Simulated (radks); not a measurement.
Values are calculated unless marked as measured or tabulated.
Problem. Species: Pt67+. Configuration: [He] 2s1.75 2p6 3s1 3d0.25 (fractional occupations, a model configuration). Code: a radial shooting solver on a logarithmic mesh with Libxc functionals. Model: Dirac Kohn-Sham, PBE, spin-unpolarised, spherical densities, finite nucleus; open shells fill j = l - 1/2 first; Fermi nuclear charge, rms radius 5.427 fm. Some entries of the table are withheld. Estimate them.

orbital  occ.  eigenvalue (eV)  r(max) (bohr)
1s1/2       2        -84433.11            (1)
2s1/2    1.75        -19512.83        0.06093
2p1/2       2              (2)            (3)
2p3/2       4              (4)            (5)
3s1/2       1        -8063.118         0.1626
3d3/2    0.25              (6)         0.1235
3d5/2       0              (7)         0.1269

Solution. 
(1) 1s1/2 r(max) (bohr): 0.01061
(2) 2p1/2 eigenvalue (eV): -19042.06
(3) 2p1/2 r(max) (bohr): 0.04486
(4) 2p3/2 eigenvalue (eV): -17249.80
(5) 2p3/2 r(max) (bohr): 0.05196
(6) 3d3/2 eigenvalue (eV): -7207.304
(7) 3d5/2 eigenvalue (eV): -7089.771
